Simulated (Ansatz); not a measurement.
Basis-set extrapolation for `C[SiH]([AlH2])[SiH3]` (PBE0-D4/def2-TZVP geometry, frozen core, Ansatz). Multiplicity 1, RHF reference.

```csv
,def2-TZVPP,def2-QZVPP
HF,-862.918751,-862.945484
MP2 correlation,-0.515800,-0.551229
CCSD(T) correlation,-0.609609,not run
```

Energies in hartree. Use E(X) = E(∞) + A·exp(−7.88·√X) for Hartree–Fock and E(X) = E(∞) + B·X^(−2.97) for correlation, with X = 3 and 4, and add CCSD(T) minus MP2 of the smaller set to the MP2 limit.

Question: What is the CCSD(T) energy at the basis-set limit?

Answer: HF limit: -862.945484 + (-0.026733) × 0.13774 = -862.94917. MP2 limit: -0.551229 + (-0.035429) × 0.74074 = -0.57747. Higher-order term: -0.609609 − (-0.515800) = -0.09381. Total: -863.62045 hartree, 241.8 kJ/mol below CCSD(T)/def2-TZVPP.
